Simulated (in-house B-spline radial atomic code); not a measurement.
Configurations of the germanium ion Ge⁺, with energies counted from [Ar] 3d10 4s2 4p1. Method: scalar-relativistic (X2C) LDA VWN5, spin-polarised, spherical fractional occupations, Fermi nucleus of rms radius 4.0742 fm. Calculated with an all-electron radial atomic-structure program (B-spline basis). Shells without spins written out take the highest spin.

Occupations are held fixed; configurations that lie above the ionisation limit could autoionise.

| configuration | E - E(ref) (eV) | highest orbital | its <r> (bohr) |
| --- | --- | --- | --- |
| [Ar] 3d10 4s2 4f(0 up, 1 down) | 12.342 | 4f down | 8.513 |
| [Ar] 3d10 4s(0 up, 1 down) 4p(0 up, 1 down) 5d(1 up, 0 down) | 20.457 | 5d up | 9.43 |
| [Ar] 3d9 4s2 4p1 5s1 | 39.787 | 5s up | 4.78 |
| [Ar] 3d9 4s2 4p1 4d1 | 41.029 | 4d up | 4.006 |
| [Ar] 3d9 4s2 4p1 4f1 | 45.165 | 4f up | 8.26 |
| [Ne] 3s2 3p5 3d10 4s2 4p1 5s1 | 126.26 | 5s up | 4.775 |

Task: Order these further configurations by energy, lowest first.
A. [Ne] 3s2 3p(3 up, 2 down) 3d10 4s2 4p(1 up, 0 down) 5f(1 up, 0 down)
B. [Ar] 3d10 4s1 4p1 5f1
C. [Ar] 3d10 4s2 4d1
D. [Ne] 3s2 3p5 3d10 4s2 4p1 5p1
E. [Ne] 3s2 3p(2 up, 3 down) 3d10 4s2 4p(0 up, 2 down)

Result: C (8.966 eV), B (21.926 eV), E (116.77 eV), D (128.43 eV), A (132.84 eV).

Task: How far above the reference does [Ar] 3d9 4s2 4p1 5p1 lie?

Result: 41.949 eV; its least bound orbital is 5p up with <r> = 5.809 bohr.

Task: How far above the reference does [Ne] 3s2 3p5 3d10 4s2 4p1 4d1 lie?

Result: 127.51 eV; its least bound orbital is 4d up with <r> = 4.004 bohr.
